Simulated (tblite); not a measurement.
C5H9NO (charge -1 and doublet state).
Geometry (GFN2-xTB, Å), atoms numbered from 1 in this order:
```xyz
16
C5H9NO angstrom
C     -2.049    0.534    0.636
C     -1.530   -0.893    0.623
O     -2.084   -1.810   -0.116
N     -0.059   -0.926    0.808
C      0.665   -0.355   -0.298
C      2.160   -0.172   -0.209
C      1.246    1.018   -0.129
H     -3.138    0.517    0.706
H     -1.646    1.073    1.498
H     -1.789    1.117   -0.268
H      0.180   -1.916    0.864
H      0.274   -0.584   -1.296
H      2.763   -0.300   -1.099
H      2.648   -0.492    0.700
H      1.131    1.487    0.837
H      1.221    1.711   -0.961
```

Computed values, GFN2-xTB/tblite, gas phase, harmonic and unscaled. The method is semi-empirical: single wavenumbers can be off by several per cent or more. One conformer, not necessarily the lowest. Open shells enter through the occupations alone, without spin polarisation, and single modes of such species can be off by tens of per cent.

Harmonic wavenumbers (cm⁻¹): 57.0, 76.2, 146.9, 152.5, 298.1, 325.4, 371.8, 448.3, 518.5, 774.3, 793.5, 809.6, 816.8, 871.6, 927.0, 959.5, 999.5, 1024.1, 1035.7, 1063.2, 1075.0, 1100.4, 1140.1, 1159.4, 1244.0, 1295.6, 1348.5, 1358.4, 1430.4, 1431.5, 1471.0, 1491.4, 1514.1, 2691.5, 2855.3, 2929.3, 2974.2, 3022.6, 3036.4, 3072.1, 3090.5, 3296.7.

A = 5445, B = 1699, C = 1445 MHz; mass 99.068 u (most abundant isotopes); point group C1, symmetry number 1; spin multiplicity 2.

Q: Zero-point energy?

A: Half the sum of the wavenumbers: 28249 cm⁻¹ = 80.77 kcal/mol.

Q: What is S at 200 K and 1 bar for an ideal gas of classical rigid rotors and harmonic oscillators?

A: Translation 37.73, rotation 26.39, vibration 13.78, spin (R ln 2) 1.38: S = 79.3 cal/(mol K).

Q: And Cp and H(200 K) − H(0)?

A: Cp = 22.56 cal/(mol K), of which vibrations give 14.61 (their classical limit is 42 R = 83.5); H(200 K) − H(0) = 3.09 kcal/mol without the zero-point energy, 1.50 from vibrations.

Q: Blend soft modes into free rotors: weight 1/[1 + (100 cm⁻¹/ν̃)⁴] for the oscillator and the rest for a rotor with moment μB/(μ + B), μ = h/(8π²ν), B = 10⁻⁴⁴ kg m². What vibrational entropy results?

A: 12.79 cal/(mol K) in place of 13.78, which changes −T·S at 200 K by +0.20 kcal/mol.

Q: What must be added to the electronic energy to get the Gibbs energy at 200 K and 1 bar?

A: ZPE + [H(200 K) − H(0)] − T·S = 80.77 + 3.09 − 15.85 = 68.01 kcal/mol.

Q: How do the functions run with temperature in this model?

A: 
| T (K) | S (cal/(mol K)) | Cp (cal/(mol K)) | H − H(0) (kcal/mol) | G − H(0) (kcal/mol) | ln q(vib) |
| --- | --- | --- | --- | --- | --- |
| 100 | 66.3 | 15.8 | 1.17 | -5.46 | 1.26 |
| 300 | 89.9 | 30.7 | 5.74 | -21.24 | 5.04 |
| 500 | 109.5 | 46.6 | 13.55 | -41.21 | 8.85 |
| 800 | 135.1 | 61.9 | 30.04 | -78.02 | 14.57 |
| 1000 | 149.6 | 68.4 | 43.10 | -106.52 | 18.21 |

q(vib) and H(0) count from the zero-point level.

Hindered rotation and anharmonicity are outside this model. Other conformers, if any are populated, would add a mixing term that is left out. The structure is chiral; the term R ln 2 for an equal mix with its mirror image is left out.

Hardware: one thread, Arm Neoverse V1 (aarch64) (shared host). Cost: 0.41 s. The figure is for the frequency step alone.
